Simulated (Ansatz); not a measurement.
Consider the cleavage of the Al–Si bond: `O=C[SiH2][SiH2][AlH2]` + `N[SiH3]` → `[AlH2][NH][SiH3]` + `O=C[SiH2][SiH3]`.

Gas-phase electronic energies from Ansatz, PBE0-D4/def2-TZVP geometries. CBS: MP2 limit from def2 TZ/QZ plus the TZ coupled-cluster correction, frozen cores. This one scheme is used for every species. Each species was taken in one conformer, which may not be the lowest.

```json
{"species": "`O=C[SiH2][SiH2][AlH2]`", "CCSD/def2-TZVPP energy (Eh)": "-937.39477"}
{"species": "`N[SiH3]`", "CCSD/def2-TZVPP energy (Eh)": "-346.73355"}
{"species": "`[AlH2][NH][SiH3]`", "CCSD/def2-TZVPP energy (Eh)": "-589.35441"}
{"species": "`O=C[SiH2][SiH3]`", "CCSD/def2-TZVPP energy (Eh)": "-694.81128"}
```

Q: Work out ΔE.

A: ΔE = (-589.35441) + (-694.81128) − (-937.39477) − (-346.73355) = -0.03737 Eh = -98.1 kJ/mol. CCSD(T)/CBS gives -95.5 kJ/mol.

Largest T1 diagnostic among the species: 0.016.

From PBE to PBE0 (25 % exact exchange), in def2-TZVPP and without D4, ΔE moves by −4.4 kJ/mol.
